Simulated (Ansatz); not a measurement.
A structure relaxed at PBE0-D4/def2-TZVP in Ansatz, charge 0, singlet:

Cartesian coordinates in Å:
```
Ba -0.344 0.230 -1.968
Ba 0.889 0.800 1.618
O -0.886 -0.139 0.327
O 0.341 -0.891 0.024
```

Question: Give its formula and point group.

Answer: the cluster Ba₂O₂. Point group C2v (tolerance 0.1 Å).

Question: Summarise the bond lengths by kind (pairs closer than 1.2 times the sum of covalent radii, bridged metal pairs left out).

Answer: 4 × Ba–O 2.39 Å; 1 × O–O 1.47 Å.

In the def2 sets Ba takes a core potential; there is no spin–orbit coupling. The structure holds 1 bond(s) between oxygen atoms. The restricted singlet is unstable towards broken spin symmetry in Hartree–Fock (as tested in another run); at PBE0-D4/def2-TZVP this wasn't settled. Another isomer (singlet) lies 3.53 eV lower at PBE0-D4/def2-TZVP; other spin states weren't run for this one.
